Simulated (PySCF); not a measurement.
**Ionisation energy of Os⁵¹⁺ by level of theory**

Os⁵¹⁺ [Ar] 3d7 (4F) → Os⁵²⁺ [Ar] 3d6 (5D), as a difference of total energies. Computed with PySCF 2.14 in an uncontracted even-tempered set (17 s from 12 bohr⁻², ratio 2.5; 13 p from 15 bohr⁻², ratio 2.5; 7 d from 15 bohr⁻², ratio 2.5; 4 f from 62 bohr⁻², ratio 2.7; 3 g from 93 bohr⁻², ratio 2.7), with the spin-free X2C one-electron Hamiltonian (Gaussian nucleus). Correlated levels: outer shells: [Ne] frozen; virtual orbitals above 40 to 60 times the deepest correlated orbital energy dropped. The calculations carry no spin-orbit coupling.

| method | ionisation energy (eV) |
| --- | --- |
| UHF | 4802.6 |
| LDA | 4801.6 |
| PBE | 4802.9 |
| PBE0 | 4803.4 |
| r2SCAN | 4805.1 |
| r2SCAN0 | 4805.0 |
| B2PLYP | 4803.6 |
| MP2 (outer shells) | 4803.7 |
| SCS-MP2 (outer shells) | 4803.9 |

Spin-orbit coupling is strong in these open shells (close to jj coupling). The scalar numbers leave it out and a first-order estimate fails, so it can dominate the gap to the real levels.

Breit and QED terms and the two-electron picture change are absent.

For comparison: 4779 ± 4 eV (theoretical estimate listed by NIST; NIST Atomic Spectra Database, ionization energies).
